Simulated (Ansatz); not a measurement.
Several settings on one geometry of Sn(SMe)H3 (CH6SSn) (that of the charge 0 singlet, r2SCAN-D4/def2-SVP). Ansatz on 4 threads of Intel Xeon Platinum 8259CL on a shared host; times are rough.

Cartesian coordinates in Å:
```
Sn -0.374 0.849 -1.336
S -0.449 0.805 1.088
C 0.355 -0.812 1.393
H -0.216 -1.643 0.951
H 0.374 -0.946 2.484
H 1.390 -0.834 1.023
H 1.262 0.822 -1.856
H -1.155 2.294 -1.804
H -1.188 -0.535 -1.943
```

Totals from different functionals, basis sets or treatments of relativity can't be compared as stabilities.

In the def2 sets Sn takes a core potential; there is no spin–orbit coupling. B3LYP takes the VWN-RPA correlation.

Problem. Give the basis size and estimate the energy, ⟨S²⟩, dipole and time of these runs.

```json
{"run": "1", "method": "RKS LDA (SPW92)/def2-mTZVPP", "charge": "0", "state": "singlet", "further keys": "scf: {omitted_lower_state_checks: [starts]}; forces asked"}
{"run": "2", "method": "RKS B3LYP/def2-mTZVP", "charge": "0", "state": "singlet", "further keys": "accuracy: high; scf: {lower_state_search: light}; forces asked"}
{"run": "3", "method": "RKS SVWN5/def2-mTZVP", "charge": "0", "state": "singlet", "further keys": "forces asked"}
```

Solution. 
```tsv
run	functions	energy (Eh)	⟨S²⟩	dipole (D)	wall time
1	112	-652.0902	–	1.60	0.9 s
2	95	-654.3081	–	1.59	6 s
3	95	-652.0990	–	1.62	0.9 s
```
